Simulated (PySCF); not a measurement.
# Ionisation energy of Ar+ by level of theory

Ar+ [Ne] 3s2 3p5 (2P) → Ar(2+) [Ne] 3s2 3p4 (3P), as a difference of total energies. All numbers are calculated (PySCF 2.14, scalar relativity by spin-free X2C-1e, in x2c-TZVPPall). Correlated levels: valence and next inner shell: 1s2 frozen. The calculations carry no spin-orbit coupling.

| method | ionisation energy (eV) |
| --- | --- |
| UHF | 26.367 |
| MP2 (valence and next inner shell) | 27.363 |
| SCS-MP2 (valence and next inner shell) | 27.350 |
| CCSD (valence and next inner shell) | 27.318 |
| CCSD(T) (valence and next inner shell) | 27.352 |

**Question.** How much does correlation contribute at CCSD(T) (valence and next inner shell)?

**Answer.** 27.352 − (26.367) = 0.985 eV, measured against UHF.

A first-order spin-orbit estimate (lowest level to lowest level, LS coupling) adds -0.007 eV.

Errors of the correlated levels include the incompleteness of this basis and the frozen core.

For comparison: 27.630 eV (measured; NIST Atomic Spectra Database, ionization energies).
